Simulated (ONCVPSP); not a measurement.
# Cutoff test, Cr (Z = 24), ONCV

* Element: chromium (Cr)
* Generator: ONCVPSP 4.0.1
* Type: optimised norm-conserving Vanderbilt (ONCV)
* Functional: LDA (Perdew-Wang 92)
* Relativity: scalar-relativistic
* Frozen core: [Ne]
* Valence charge: 14
* Reference configuration: 3s2 3p6 3d5 4s0.5 (charge +0.5)
* Partial waves: 3s+4s: rc 1.80 bohr, ncon 4, nbas 8, qcut 6.3 1/bohr, 2 projectors; 3p: rc 1.20 bohr, ncon 5, nbas 8, qcut 12.2 1/bohr, 2 projectors, debl 1.3 Ha; 3d: rc 1.10 bohr, ncon 3, nbas 6, qcut 9.9 1/bohr, 2 projectors, debl 0.5 Ha
* Local potential: polynomial inside 1.05 bohr (lpopt 5, dvloc0 0 Ha)
* Core correction: Teter function, parameters optimised by the program

In the p channel the program set the typed energies aside and used -1.790, 0.250 Ha.

For each optimised wave give the share of its norm inside rc, the residual kinetic energy above qcut (Ha) and the cutoffs (Ha) for errors of 10, 1, 0.1 and 0.01 mHa per electron.

```json
{"wave": "3s", "norm inside rc": "0.983", "residual KE": "4.2e-07", "10 mHa": "7.8", "1 mHa": "10.4", "0.1 mHa": "12.6", "0.01 mHa": "14.1"}
{"wave": "4s", "norm inside rc": "0.089", "residual KE": "5.8e-06", "10 mHa": "5.3", "1 mHa": "7.7", "0.1 mHa": "10.0", "0.01 mHa": "18.7"}
{"wave": "3p", "norm inside rc": "0.760", "residual KE": "2.6e-06", "10 mHa": "19.5", "1 mHa": "45.6", "0.1 mHa": "58.9", "0.01 mHa": "68.4"}
{"wave": "p projector 2", "norm inside rc": "0.067", "residual KE": "6.1e-07", "10 mHa": "16.0", "1 mHa": "23.1", "0.1 mHa": "51.5", "0.01 mHa": "63.7"}
{"wave": "3d", "norm inside rc": "0.430", "residual KE": "1.5e-03", "10 mHa": "40.9", "1 mHa": "53.5", "0.1 mHa": "144.1", "0.01 mHa": "not reached"}
{"wave": "d projector 2", "norm inside rc": "0.084", "residual KE": "4.0e-04", "10 mHa": "35.5", "1 mHa": "45.4", "0.1 mHa": "70.3", "0.01 mHa": "170.7"}
```

The occupied waves need 53 Ha and 144 Ha for 1 and 0.1 mHa.
